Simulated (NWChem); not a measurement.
System: C2HBrClF; SMILES F/C=C(\Cl)Br

NWChem input:

```
start job
memory heap 200 mb stack 900 mb global 1100 mb
geometry units angstroms noautosym nocenter noautoz
  F     -1.210981    -2.428121     0.000000
  C     -1.203928    -1.108663     0.000000
  C     -0.066714    -0.406000     0.000000
  Cl     1.468292    -1.161881     0.000000
  Br    -0.114709     1.468275     0.000000
  H     -2.191957    -0.642951     0.000000
end
basis spherical
  F library 6-31g*
  C library 6-31g*
  Cl library 6-31g*
  Br library 6-31g*
  H library 6-31g*
end
dft
  xc m06-2x
  iterations 150
end
cosmo
  dielec 46.7
end
task dft energy
```

The geometry was optimised at PBE0/def2-SVP.

Level: M06-2X/6-31G* with COSMO at NWChem's default radii, gas-phase geometry; the question gives the dielectric constant.

Give the results of this calculation. (M06-2X/6-31G* (spherical d), COSMO on the gas-phase geometry.) Quantities: electrostatic solvation energy (kcal/mol); dipole in solution (D).

electrostatic solvation energy (kcal/mol): -2.4
dipole in solution (D): 1.86
